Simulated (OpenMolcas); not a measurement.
## C3+: effect of the basis set

- Program: OpenMolcas 26.06
- Method: SS-CASPT2, IPEA 0.25 Eh, imaginary shift 0.1 Eh (closed shells correlated: 1s)
- Active space: 1 electron in 4 orbitals (2s 2p)
- State averaging: 2S+1 = 2 even, 1 root; 2S+1 = 2 odd, 3 roots
- Spin-orbit coupling: state interaction with AMFI integrals over the reference wave functions, term energies averaged over their components

A. ANO-RCC-VDZP [3s2p1d], DKH2, point nucleus; CASPT2 step roughly 0.4 core-seconds
B. ANO-L-VTZP [4s3p2d1f], non-relativistic, point nucleus; CASPT2 step about 0.5 core-seconds
C. ANO-RCC-VTZP [4s3p2d1f], DKH2, point nucleus; CASPT2 step of the order of 0.7 core-seconds
D. ANO-R3 [4s4p2d1f], X2C, finite nucleus; CASPT2 step of the order of 0.8 core-seconds
E. ANO-R2 [4s4p2d1f], X2C, finite nucleus; CASPT2 step of the order of 0.7 core-seconds
F. ANO-RCC-VQZP [5s4p3d2f1g], DKH2, point nucleus; CASPT2 step of the order of 1 core-seconds

Energies in cm⁻¹ above 2s ²S_1/2, the measured ground level; measured values from Moore, Selected Tables of Atomic Spectra, NSRDS-NBS 3, section 3.

```csv
Level,A,B,C,D,E,F,Measured
2s ²S_1/2,0.0,0.0,0.0,0.0,0.0,0.0,0.0
2p ²P°_1/2,64809,65258,64754,64772,64772,64512,64484
2p ²P°_3/2,64899,65349,64856,64870,64870,64612,64592
```

Deviations, from unrounded energies. A percentage is the sum of absolute deviations over the sum of measured energies, with the sign that they share, or ± where signs differ.

```json
{"Against measurement": "mean absolute deviation (cm-1)", "Levels": "2", "A": "320", "B": "770", "C": "270", "D": "280", "E": "280", "F": "24"}
{"Against measurement": "other configurations (%)", "Levels": "2", "A": "+0.5", "B": "+1.2", "C": "+0.4", "D": "+0.4", "E": "+0.4", "F": "+0.0"}
```

F lies closest to measurement on these levels and B furthest from it. The largest miss of F in the table is 2p ²P°_1/2, by +28 cm-1. The ranking rests on the paired levels alone, and a cruder setting can come out closer through cancelling errors.

Among A to F the level of the table that moves most is 2p ²P°_1/2, by 750 cm-1 (lowest in F, highest in B).

With one active electron, CASPT2 adds the correlation within the correlated inactive shells and between them and that electron, and leaves the splitting within a term as the reference gives it. The basis is small and was not contracted for so high a charge (holds for A). Computed and measured levels are paired by configuration, term and J; levels that our copy of the source lacks, or whose pairing is in doubt (as where it misses far off the trend of its configuration), stay unpaired and out of the deviations. Only configurations of the active space appear.

° marks odd parity.
